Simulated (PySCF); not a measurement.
C₃Si, SMILES [C]1[c+]2[si-2][c+]21 (connectivity only; charge and spin as stated), neutral, multiplicity 1.

Geometry: r2SCAN-D4/def2-TZVP.

Level of theory: TDA-PBE/def2-SVPD run with PySCF.

Vertical excitations. Gas-phase values at a fixed geometry. State labels are in the subgroup C2v.

| state | symmetry | energy (eV) | λ (nm) | f | main pairs |
|---|---|---|---|---|---|
| S1 | B1 | 0.91 | 1368 | 0.002 | HOMO→LUMO 98 % |
| S2 | B1 | 2.85 | 435 | 0.016 | HOMO−1→LUMO 96 % |
| S3 | A2 | 2.86 | 434 | 0.000 | HOMO→LUMO+1 96 % |
| S4 | A2 | 3.64 | 341 | 0.000 | HOMO−2→LUMO 97 % |
| S5 | B2 | 3.76 | 330 | 0.001 | HOMO→LUMO+2 98 % |
| S6 | B1 | 4.67 | 265 | 0.034 | HOMO→LUMO+3 81 %, HOMO−3→LUMO 14 % |
| S7 | A2 | 4.87 | 255 | 0.000 | HOMO−1→LUMO+1 94 % |
| S8 | B1 | 5.30 | 234 | 0.003 | HOMO−3→LUMO 56 %, HOMO−2→LUMO+1 18 %, HOMO−1→LUMO+3 15 %, HOMO→LUMO+3 10 % |
| S9 | B1 | 5.67 | 219 | 0.003 | HOMO−2→LUMO+1 75 %, HOMO−1→LUMO+3 19 % |
| S10 | A1 | 5.78 | 214 | 0.020 | HOMO→LUMO+4 85 % |
| T1 | B1 | 0.43 | 2891 | 0 | HOMO→LUMO 98 % |
| T2 | B1 | 2.16 | 574 | 0 | HOMO−1→LUMO 96 % |
| T3 | A2 | 2.22 | 559 | 0 | HOMO→LUMO+1 97 % |
| T4 | A2 | 3.19 | 388 | 0 | HOMO−2→LUMO 100 % |
Triplets are in the Tamm–Dancoff approximation.
